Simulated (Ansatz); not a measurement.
## Telling isomers of CH3SSn− apart by their spectra

These gas-phase data were calculated for one isomer of CH3SSn− at r2SCAN-D4/def2-SVPD (harmonic, unscaled wavenumbers; equilibrium rotational constants with average atomic masses):

* rotational constants: 13.73, 2.634, 2.31 GHz
* all wavenumbers above 1500 cm⁻¹: 3131, 3041, 1540

Candidates:

(1) `[CH2]=[Sn-][SH]`, a singlet
(2) `[CH2]1[S][SnH-]1`, a singlet

Which structure fits?

Candidate (2). No mode falls between 2500 and 2800 cm⁻¹, where the S–H stretch of (1) would stand.

The same quantities for all candidates:

```tsv
	rotational constants (GHz)	wavenumbers above 1500 cm⁻¹	E above the lowest, r2SCAN-D4/def2-SVPD (kcal/mol)
(1)	9.069, 2.638, 2.044	3144, 3040, 2686	4.5
(2)	13.73, 2.634, 2.31	3131, 3041, 1540	0.0
```

Harmonic stretches to hydrogen usually lie a few per cent above observed fundamentals. Each candidate is one conformer. Atoms past krypton carry core potentials. Programs: Ansatz 0.2.0.
